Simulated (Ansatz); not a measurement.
```xyz
8

B     1.363    0.197    0.580
O     0.251    0.857    0.155
C    -0.878    0.226   -0.252
N    -0.838   -0.821   -0.939
H     1.321   -0.977    0.790
H     2.326    0.877    0.762
H    -1.766    0.776    0.066
H    -1.778   -1.135   -1.163
```

Total charge 0; spin multiplicity 1.

Q: List the B3LYP/def2-TZVPP orbital energies in eV (Ansatz 0.2.0). (Best estimate.)

A: Computed: Occupied: -521.94, -389.59, -279.86, -184.47, -29.72, -24.95, -18.29, -15.10, -14.29, -12.83, -11.94, -10.71, -9.09, -8.61, -8.27. Lowest empty: -1.21, -0.11, 0.97, 2.09, 2.18, 2.23, 3.08, 3.78.

B3LYP here is the variant with VWN-RPA as its local correlation; programs differ in this.
